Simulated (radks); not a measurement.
These are the eigenvalues of the occupied orbitals of an atom or ion with whole-number occupations (eV). Method: Dirac Kohn-Sham, BLYP, spin-unpolarised, spherical densities, finite nucleus; Fermi nuclear charge, rms radius of each element as measured or else 0.836 A^(1/3) + 0.57 fm; computed with a radial shooting solver on a logarithmic mesh with Libxc functionals.

orbital  eigenvalue
1s1/2     -27161.10
2s1/2     -5489.332
2p1/2     -5247.649
2p3/2     -5067.195
3s1/2     -2128.505
3p1/2     -2043.118

Which element is it, and in what charge state? The configuration may be excited. Open shells, if any, fill j = l - 1/2 first.

Answer. Z = 47, silver, charge +33: Ag33+ in [Ne] 3s2 3p2. The list shows which subshells hold electrons but not how many an open one holds; the 1s level, -998.15 hartree, gives Z - s = 44.7 by -(Z - s)^2/2, which with screening and relativity narrows Z to a few neighbours, and the depths of the outer levels then fix element, charge and occupations together.
